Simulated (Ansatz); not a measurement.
Species: C$_{5}$H$_{12}$O (charge 0, singlet). 
Structure (B3LYP-D3(BJ)/def2-TZVP (Ansatz, a first-principles code) minimum search):
```
C
H 1 1.0957
H 1 1.0958 2 106.06
C 1 1.5266 2 109.30 3 -118.02
H 4 1.0939 1 110.11 2 -63.19
H 4 1.0970 5 106.61 1 118.51
C 4 1.5214 5 108.66 6 117.41
H 7 1.0916 4 110.16 5 62.67
H 7 1.0982 8 107.26 4 -119.68
O 7 1.4242 8 105.36 9 -117.93
H 10 0.9633 7 108.41 8 179.95
C 1 1.5270 2 109.14 3 117.47
H 12 1.0947 1 109.12 2 64.54
H 12 1.0949 13 106.11 1 -117.48
C 12 1.5258 13 109.60 14 -118.24
H 15 1.0915 12 111.49 13 58.05
H 15 1.0927 16 107.74 12 122.10
H 15 1.0927 16 107.74 17 115.76
```
Charge 0, spin multiplicity 1.

Total electronic energies in hartree. Correlated levels leave the core frozen unless marked. Spin-orbit coupling is left out. Non-relativistic. Basis-set limits of correlation are two-point, X^-3; Hartree-Fock from the larger set.

| level | program | energy (Eh) |
|---|---|---|
| RI-HF/cc-pVTZ | Ansatz | -271.28524 |
| r2SCAN/def2-TZVPD | Ansatz | -272.91712 |
| PBE0/def2-SVP | Ansatz | -272.45405 |
| HSE06-D3(BJ)/def2-TZVPD | Ansatz + dftd3 | -272.74896 |
| HSE06-D4/def2-TZVPD | Ansatz + dftd4 | -272.75005 |
| B2PLYP/def2-TZVPD | Ansatz | -272.83234 |
| RPA@PBE/cc-pVTZ | Ansatz | -273.09040 |
| MP2/6-31G* | Ansatz | -272.01363 |
| MP2/cc-pVTZ | Ansatz | -272.40996 |
| MP2/cc-pwCVTZ | Ansatz | -272.42669 |
| RI-MP2/aug-cc-pVQZ | Ansatz | -272.51139 |
| RI-MP2/cc-pVTZ | Ansatz | -272.40958 |
| CCSD/cc-pVTZ | Ansatz | -272.46923 |
| CCSD(T)/cc-pVTZ | Ansatz | -272.51436 |
| CCSD(T)/CBS(cc-pVTZ,cc-pVQZ) | Ansatz | -272.6461 |

Totals of different functionals don't rank their quality; only differences between species are comparable.
